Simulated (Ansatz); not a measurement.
The cluster Sn₃F₄⁺, relaxed as a doublet with UKS r2SCAN-D4/def2-SVP in Ansatz, starting from the GFN1-xTB geometry. Force threshold 0.02 eV/Å.

In the def2 sets Sn takes a core potential; there is no spin–orbit coupling. Another isomer (doublet) lies 0.54 eV lower at PBE0-D4/def2-TZVP; other spin states weren't run for this one.

Start:

```tsv
atom	x (Å)	y (Å)	z (Å)
Sn1	1.3608	-0.6309	-1.4984
Sn2	0.3700	0.1247	1.7718
Sn3	-1.6468	0.7026	-0.2998
F4	-0.1982	-1.0478	-0.1012
F5	-0.0911	0.8180	-1.8612
F6	-1.7978	-0.1808	1.6966
F7	2.0030	0.2143	0.2922
```

Estimate the energy that the relaxation releases and the steps that it takes.

0.27 eV, in 6 steps; 30 s on 4 threads of Arm Neoverse V1 on a shared host. No frequencies were taken in this run, so the end may be a saddle point.

Does the start keep its bonding and symmetry?

By distances, no bond broke or formed. The bond that changes most is Sn2–F4, from 2.28 to 2.39 Å (atoms count from 1). Point group Cs at the start, Cs at the end, both within 0.05 Å.

Predict the relaxed structure.


```tsv
atom	x (Å)	y (Å)	z (Å)
Sn1	1.407	-0.671	-1.556
Sn2	0.374	0.160	1.879
Sn3	-1.739	0.766	-0.294
F4	-0.194	-1.050	-0.105
F5	-0.040	0.793	-1.813
F6	-1.761	-0.216	1.652
F7	1.953	0.218	0.237
```
Bond lengths (bridged metal pairs left out): 7 × F–Sn 2.07 to 2.28 Å.
